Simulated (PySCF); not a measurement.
**Unknown compound**

Molecular formula: C$_{5}$H$_{7}$Cl$_{2}$F. Simulated spectra:

¹H NMR (600 MHz, computed): δ 7.61 (s, 1H), 5.58 (m, 2H), 5.12 (m, 1H), 2.25 (s, 3H).

¹³C{¹H} NMR (computed): δ 144.1 (C), 129.6 (CH), 88.0 (CH2), 83.9 (CH), 21.3 (CH3).

All values are calculated (PySCF 2.14.0 with density-fitted response routines): geometry from GFN2-xTB, PBE0/pcSseg-1 with gauge-including orbitals. Relativity neglected, equivalent nuclei averaged, no solvent, one conformer.

Chemical shifts δ = σref − σ; ¹H (σref 31.72) and ¹³C (σref 186.93) against TMS, all at this level.

What is the structure?

Results:


1. Rings plus π bonds: 1 (no ring in the answer).
2. 5 carbon signals for 5 carbons: no two carbons are equivalent.
3. Carbon types of the structure: 1 × C, 2 × CH, 1 × CH2, 1 × CH3, which accounts for all hydrogens.
4. δC 144.1: fully substituted alkene carbon; the olefinic region.
5. δC 129.6: alkene CH; the olefinic region.
6. δC 88.0: allylic sp3 CH2 bonded to F; deshielded by the electronegative neighbour.
7. δC 83.9: allylic sp3 CH bonded to 2 Cl; 2 electronegative neighbours deshield it.
8. δC 21.3: allylic methyl carbon; a saturated carbon with 1 carbon neighbour and no heteroatom attached.
9. δH 5.12: hydrogen on an alkene CH; attached to an sp2 carbon and in the plane of the double bond.
10. δH 2.25: hydrogen on an allylic methyl carbon; allylic position.

Structure: SMILES C/C(=C/CF)C(Cl)Cl.

The data come from this structure; uniqueness wasn't tested.

Carbons that carry Cl, above all several Cl atoms, come out too deshielded, partly because spin–orbit coupling is missing. Splittings by ¹⁹F in the carbon and heteronuclear signals aren't shown, as no couplings were computed. Shifts are as computed. Against solution values, carbons near 30 ppm lie about +3 ppm off and those near 130 ppm about +5 ppm; carbons on Cl a further +6 ppm. Of 1211 compounds with measured shifts, 218 miss one by over three times the rms of a fit or turn the order of signals round; such compounds aren't used in these exercises. Multiplicities follow the n + 1 count of equivalent neighbours, as no J values were calculated; m marks all less simple cases, F and P coupling included.
